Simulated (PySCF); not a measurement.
CH₅AlClNO. Atoms are numbered in the order given.

```xyz
10

Al     0.2505    -0.1108     0.0000
Cl    -0.5753    -2.0593     0.0000
N     -0.8363     1.2899     0.0000
C     -0.4705     2.6975     0.0000
H     -1.8485     1.1392     0.0000
H     -0.8480     3.2411    -0.8970
H     -0.8480     3.2411     0.8970
H      0.6331     2.8033     0.0000
O      1.9403     0.1697     0.0000
H      2.5905    -0.5487     0.0000
```
Charge 0, spin multiplicity 1.

The structure is a stationary point at PBE-D3(BJ)/def2-SVP. The structure was generated by enumeration; whether it is a known compound was not checked. Other conformers were not sampled.

Computed with TDDFT-ωB97X/def2-SVPD in PySCF.

Vertical excitations. Gas-phase values at a fixed geometry. State labels are in the subgroup Cs.

**Question.** List the lowest excited states. (An estimate is asked for; the answer gives what the named calculation found.)

**Answer.** 
```
state  symmetry  energy (eV)  λ (nm)      f                                                              main pairs
-----  --------  -----------  ------  -----  ----------------------------------------------------------------------
S1           A"         5.68     218  0.018                                                          HOMO→LUMO 84 %
S2           A'         7.10     175  0.149                                                        HOMO→LUMO+1 95 %
S3           A"         7.26     171  0.000                     HOMO→LUMO+3 56 %, HOMO→LUMO+2 18 %, HOMO→LUMO+4 9 %
S4           A"         7.53     165  0.015                    HOMO−2→LUMO 52 %, HOMO→LUMO+3 11 %, HOMO→LUMO+2 10 %
S5           A"         7.72     161  0.005  HOMO→LUMO+3 20 %, HOMO→LUMO+2 20 %, HOMO−2→LUMO 20 %, HOMO→LUMO+4 12 %
S6           A'         7.72     161  0.080                                                        HOMO−1→LUMO 81 %
S7           A"         8.23     151  0.189                                      HOMO−3→LUMO 66 %, HOMO−2→LUMO 11 %
S8           A'         8.33     149  0.111                                      HOMO−5→LUMO 60 %, HOMO−4→LUMO 13 %
S9           A"         8.59     144  0.000                                                      HOMO−1→LUMO+1 94 %
S10          A"         8.69     143  0.008                   HOMO→LUMO+5 36 %, HOMO→LUMO+2 19 %, HOMO→LUMO+13 15 %
T1           A"         5.47     226      0                                                          HOMO→LUMO 79 %
T2           A'         6.23     199      0                                                        HOMO→LUMO+1 93 %
T3           A"         7.16     173      0    HOMO→LUMO+3 52 %, HOMO→LUMO+2 18 %, HOMO→LUMO+4 8 %, HOMO→LUMO+5 8 %
T4           A"         7.30     170      0                    HOMO−2→LUMO 53 %, HOMO−3→LUMO 12 %, HOMO→LUMO+3 10 %
```
Triplets are in the Tamm–Dancoff approximation, which puts them higher than full response would, so one can lie above its singlet here.
